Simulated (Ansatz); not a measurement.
A nudged elastic band was laid between two geometries of ClF₄H₃W (9 atoms, charge 0, multiplicity 1).

Method: Ansatz 0.2.0, RKS PBE-D4/def2-SVP.

```yaml
movable_images: 5
climbing_image: yes
spring: 5.0 eV/Å²
optimiser: quadratic models (default)
start_path: through a guess of the saddle point
force_threshold: 0.05 eV/Å
iteration_limit: 60
end_points: relaxed
```

First end point:

```xyz
9
Properties=species:S:1:pos:R:3
W -0.015 -0.092 -0.183
H -0.652 0.275 1.337
Cl 2.140 -0.365 -1.000
H 0.725 1.197 0.617
F -1.860 -0.370 -0.489
F 0.029 -1.937 0.315
F -0.290 1.216 -1.478
F 1.413 -0.698 1.906
H 1.200 -1.610 1.752
```

Last end point:

```xyz
9
Properties=species:S:1:pos:R:3
W 0.468 -0.232 -0.442
H -0.765 -0.515 2.773
Cl 2.293 0.880 -1.309
H 0.719 1.015 0.686
F -1.228 0.408 0.019
F -0.311 -1.937 -0.290
F -0.131 -0.067 -2.210
F 1.743 -1.068 0.634
H -0.098 -0.869 2.916
```

(1) Which bonds break or form, and what moves?

(2) What energy profile does the band end with?

(3) What is the geometry of the highest image?

The band took 22 iterations and about 13 core-minutes.

Answers

(1) Bonds broken: W1–H2, F8–H9. Bonds formed: W1–F8, H2–H9. ClF4H3W becomes ClF4HW + H2.

(2) The run converged. The highest image is number 3 of 0 to 6, 0.55 eV above the first end and 1.26 eV above the last; the last end lies 0.71 eV below the first. The profile has 2 maxima (images 3, 5) with wells between them (image 4): this band takes more than one step, which may be the mechanism or a detour left from its start path. Neighbouring images differ by up to 1.2 eV, so the band resolves the path poorly. A vibrational analysis at the climbing image gives one clearly imaginary mode, 765i cm⁻¹: a first-order saddle point. The orbitals stay closed-shell, which can raise the energy where a bond breaks towards radicals; this wasn't checked here.

```
image  path coordinate (Å)  energy (eV)  W1–H2 (Å)  F8–H9 (Å)  W1–F8 (Å)
    0                 0.00         0.00       1.69       0.95       2.60
    1                 0.76         0.09       1.70       0.94       2.67
    2                 1.53         0.21       1.73       0.95       2.48
    3                 2.29         0.55       1.88       1.20       2.16
    4                 3.94        -0.66       3.11       2.51       1.87
    5                 5.59        -0.59       3.79       2.80       1.87
    6                 7.23        -0.71       3.46       2.94       1.87
```

(3) 
```xyz
9
Properties=species:S:1:pos:R:3
W 0.215 -0.186 -0.112
H -0.514 -0.475 1.594
Cl 2.162 -0.604 -1.254
H 0.342 1.145 0.942
F -1.612 -0.209 -0.474
F -0.030 -2.070 0.006
F 0.098 1.296 -1.268
F 1.585 -0.656 1.488
H 0.444 -0.626 1.855
```

Time of the run: 3.4 min on 4 threads of Arm Neoverse V2 (shared host), peak memory 0.18 GiB.
